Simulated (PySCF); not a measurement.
**[Ho(NH2)4]−: from a saddle point downhill**

PySCF 2.14.0, RKS PBE0, Ho lcecp-1-SVP with ECP56, N def2-SVP, H def2-SVP; non-relativistic Hamiltonian with scalar-relativistic core potentials where named; density fitting; no spin-orbit coupling. Relaxed within the symmetry of its start, the geometry (D2d) is

```xyz
13

Ho    0.0000    0.0000    0.0000
N     1.0962    1.3865    1.3865
H     1.4825    1.1550    2.3025
H     1.4825    2.3025    1.1550
N    -1.0962   -1.3865    1.3865
H    -1.4825   -1.1550    2.3025
H    -1.4825   -2.3025    1.1550
N     1.0962   -1.3865   -1.3865
H     1.4825   -2.3025   -1.1550
H     1.4825   -1.1550   -2.3025
N    -1.0962    1.3865   -1.3865
H    -1.4825    2.3025   -1.1550
H    -1.4825    1.1550   -2.3025
```

and its lowest harmonic modes are -95, 95, 96, 96, 98, 101 cm⁻¹ (negative: unstable). It was moved along the lowest mode and relaxed again, within the group S4 that the move left.

Problem. Where does it end, and how much lower?

Solution. In S4, 0.074 eV lower, after 25 steps:
```xyz
13

Ho    0.0000    0.0000    0.0000
N     1.3506    1.2011    1.3248
H     1.2943    1.3954    2.3242
H     2.2197    1.6346    1.0093
N    -1.3506   -1.3248    1.2011
H    -2.2197   -1.0093    1.6346
H    -1.2943   -2.3242    1.3953
N     1.3506   -1.2011   -1.3248
H     2.2197   -1.6346   -1.0093
H     1.2943   -1.3954   -2.3242
N    -1.3506    1.3248   -1.2011
H    -1.2943    2.3242   -1.3953
H    -2.2197    1.0093   -1.6346
```

Problem. How do the contacts change?

Solution. 
```json
{"contact": "Ho1–N2 (NH2)", "saddle (Å)": "2.246", "end (Å)": "2.241"}
{"contact": "Ho1–N5 (NH2)", "saddle (Å)": "2.246", "end (Å)": "2.241"}
{"contact": "Ho1–N8 (NH2)", "saddle (Å)": "2.246", "end (Å)": "2.241"}
{"contact": "Ho1–N11 (NH2)", "saddle (Å)": "2.246", "end (Å)": "2.241"}
```


No frequency check is given for the end.

An lcecp potential fixes the number of 4f electrons, so in runs with it no electron can move into or out of that shell.

State: singlet in the valence, with the 4f electrons in the core potential.
